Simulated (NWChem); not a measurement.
**Lowest excitation of C2H5Be (+1)**

```xyz
8

Be    -1.2890     1.2900     0.0000
C      0.2211     0.5298     0.0000
C      0.2513    -1.0092     0.0000
H      0.7272     0.9605     0.8881
H      0.7272     0.9605    -0.8881
H     -0.2207    -1.4397    -0.8944
H     -0.2207    -1.4397     0.8944
H      1.3086    -1.3252     0.0000
```
Charge +1, spin multiplicity 1.

Everything below was run with NWChem. The geometry was optimised at B3LYP/def2-SVP, a minimum by its harmonic frequencies.

Basis set: def2-SVP.

B3LYP has NWChem's definition, with VWN1-RPA local correlation. The spin multiplicity of the parent species was assumed, not shown to be that of its ground state. The structure started from a generated list of species.

One of these methods gave a lowest vertical singlet excitation energy of 4.10 eV. Which?
A. CIS
B. TD-B3LYP
C. TD-BHandHLYP
D. TD-PBE

A, CIS. The others give 2.72 (TD-PBE), 3.49 (TD-BHandHLYP), 3.07 (TD-B3LYP).
